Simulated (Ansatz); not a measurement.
A search over several starts for the lowest SCF solution of CuH2S2, that is [Cu(SH)2]- with one electron fewer at the given spin, in a small basis.

```yaml
crystal:
  periodic: [false, false, false]
  atoms:
    - {symbol: Cu, position_ang: [0.132941, -0.330288, 0.006300]}
    - {symbol: S, position_ang: [0.246841, -0.274406, 2.156733]}
    - {symbol: H, position_ang: [0.774882, 0.962046, 2.254199]}
    - {symbol: S, position_ang: [0.040615, -0.439654, -2.143063]}
    - {symbol: H, position_ang: [-1.195280, 0.082301, -2.274160]}
basis:
  gaussian: {orbitals: def2-SVP}
magnetization: {spin_polarized: true, initial_magnetization: 1}
hamiltonian: {xc: pbe0, dispersion: d4}
output: {orbitals: {seedname: orbitals}}
```

```sh
$ ansatz run in.yaml --threads 4 --pin off --events-out ev --progress --plain --max-ram 3916MiB
```

Output, abridged:

```
Functional definition: PBE0
776 factors; integrals over basis functions are off by at most 1.1e-3 eV
mean field evaluation 1: about -66314.4406 eV, gradient 2.9e1 eV
mean field evaluation 2: about -66255.0186 eV, gradient 1.5e2 eV
mean field evaluation 4: about -66316.7234 eV, gradient 9.6e0 eV
mean field evaluation 8: about -66317.2827 eV, gradient 9.3e-1 eV
mean field evaluation 16: about -66317.3815 eV, gradient 2.0e-2 eV
mean field evaluation 32: about -66317.3816 eV, gradient 5.0e-5 eV
mean field -66317.38159336 eV, -2437.1188220201 hartree, gradient 2.4e-5 eV, S^2 0.754566; 6 other end points of the search recorded, 0 dependent functions left out
reference -66317.38163444 eV, -2437.1188235299 hartree; 32, 31 occupied and 45, 46 virtual orbitals, 776 factors
Total energy: -66317.47644334 eV, -2437.1223076927 hartree
```

It took 3.9 s on 4 threads of Arm Neoverse V2 on a shared host.
